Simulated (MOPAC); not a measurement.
MOPAC input (MNDO):

```
MNDO PRECISE GNORM=0.05 LET XYZ CHARGE=-1 GEO-OK AUX(PRECISION=9) THREADS=1
HBIO2

O    -1.01174800 1    2.26466700 1   -0.35369100 1
B    -1.21318700 1    1.04721000 1   -0.14768600 1
O    -2.31461300 1    0.20640600 1    0.01506800 1
I     0.67491600 1   -0.48635600 1    0.06621700 1
H    -3.09372500 1    0.77222800 1   -0.06209800 1
```

From the output:

```
                                                       MOPAC v23.2.5 Linux

          FINAL HEAT OF FORMATION =       -174.68187 KCAL/MOL =    -730.86895 KJ/MOL

          COSMO AREA              =        108.09 SQUARE ANGSTROMS
          COSMO VOLUME            =         93.69 CUBIC ANGSTROMS

          GRADIENT NORM           =          0.03748          =       0.01676 PER ATOM
          IONIZATION POTENTIAL    =          4.314957 EV
          HOMO LUMO ENERGIES (EV) =         -4.315  6.298
          NO. OF FILLED LEVELS    =         12
          MOLECULAR WEIGHT        =        170.7212         POINT GROUP:  Cs

          MOLECULAR DIMENSIONS (Angstroms)

            Atom       Atom       Distance
            H     5    I     4     3.83070
            O     3    O     1     2.28105
            I     4    O     3     0.00000

          SCF CALCULATIONS        =         17

   ATOM   CHEMICAL          X               Y               Z
  NUMBER   SYMBOL      (ANGSTROMS)     (ANGSTROMS)     (ANGSTROMS)

     1       O         -0.98328376  *   2.16002654  *  -0.33695918  *
     2       B         -1.06736877  *   0.92703578  *  -0.13087881  *
     3       O         -2.27636931  *   0.21489269  *   0.01284790  *
     4       I          0.60345593  *  -0.41732822  *   0.05630106  *
     5       H         -3.03520061  *   0.77433214  *  -0.06369222  *

                             CARTESIAN COORDINATES

   1    O       -0.983283755     2.160026545    -0.336959176
   2    B       -1.067368774     0.927035779    -0.130878810
   3    O       -2.276369313     0.214892688     0.012847896
   4    I        0.603455933    -0.417328222     0.056301063
   5    H       -3.035200614     0.774332138    -0.063692223

           Empirical Formula: H O2 B I  =     5 atoms

      MOLECULAR POINT GROUP   :   Cs

                  EIGENVALUES
 -35.68937 -32.96785 -20.48595 -14.77893 -10.76122  -9.72460  -8.87306  -7.18480
  -5.81723  -5.13448  -5.04492  -4.31496   6.29797   8.91140  10.89761  12.01882
  15.01859

              NET ATOMIC CHARGES AND DIPOLE CONTRIBUTIONS

  ATOM NO.   TYPE          CHARGE      No. of ELECS.   s-Pop       p-Pop
    1          O          -0.459668        6.4597     1.85550     4.60417
    2          B          -0.115282        3.1153     1.11057     2.00472
    3          O          -0.319128        6.3191     1.79241     4.52672
    4          I          -0.250754        7.2508     1.95110     5.29965
    5          H           0.144833        0.8552     0.85517
 DIPOLE           X         Y         Z       TOTAL
 POINT-CHG.     3.690    -4.688     0.698     6.006
 HYBRID        -1.271     0.789    -0.104     1.500
 SUM            2.418    -3.899     0.595     4.626

          ATOMIC ORBITAL ELECTRON POPULATIONS

     Atom    s        px        py        pz
    1  O   1.85550   1.80744   1.27540   1.52132
    2  B   1.11057   0.69873   0.70629   0.59970
    3  O   1.79241   1.14894   1.49407   1.88371
    4  I   1.95110   1.57964   1.74357   1.97645
    5  H   0.85517

 **********************
 *                    *
 * JOB ENDED NORMALLY *
 *                    *
 **********************

 == MOPAC DONE ==
```

The dipole moment of an ion depends on the origin.

The geometry given is a B3LYP-D3(BJ)/def2-TZVP minimum.
